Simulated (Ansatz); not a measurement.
Start from `OC1=NC1` and change one atom or group to get `[GaH2][C]1=NC1`.

Ansatz, PBE0-D4/def2-TZVP geometries, multiplicity 1. Each molecule was computed in one conformer, which needn't be the lowest.

Scalar relativity is left out up to krypton.

| property | `OC1=NC1` |
| --- | --- |
| LUMO energy (PBE0/def2-TZVPP) / eV | 0.48 |
| LUMO energy (ωB97M-V/def2-TZVPP) / eV | 2.01 |
| HOMO–LUMO gap (B3LYP/def2-TZVPP) / eV | 7.79 |
| size of the dipole moment (B3LYP/def2-TZVPP) / D | 1.60 |
| LUMO energy (B3LYP/def2-TZVPP) / eV | 0.08 |
| size of the dipole moment (ωB97M-V/def2-TZVPP) / D | 1.61 |

Question: What does the change do to each property? (Best estimate.)

Answer: Computed: 
| property | `[GaH2][C]1=NC1` | shift |
| --- | --- | --- |
| LUMO energy (PBE0/def2-TZVPP) / eV | -2.07 | -2.55 |
| LUMO energy (ωB97M-V/def2-TZVPP) / eV | -0.40 | -2.41 |
| HOMO–LUMO gap (B3LYP/def2-TZVPP) / eV | 4.66 | -3.13 |
| size of the dipole moment (B3LYP/def2-TZVPP) / D | 2.29 | 0.69 |
| LUMO energy (B3LYP/def2-TZVPP) / eV | -2.37 | -2.45 |
| size of the dipole moment (ωB97M-V/def2-TZVPP) / D | 2.38 | 0.77 |

With PBE0 the HOMO rises by 0.68 eV and the LUMO falls by 2.55 eV, so the gap narrows by about 3.23 eV. PBE moves the HOMO by 0.56 eV and ωB97M-V by 0.75 eV. The zero-point energy changes by -6.2 kJ/mol with +3 modes. Dipoles are sizes alone; their direction can turn.

B3LYP here is the variant with VWN-RPA as its local correlation; programs differ in this.
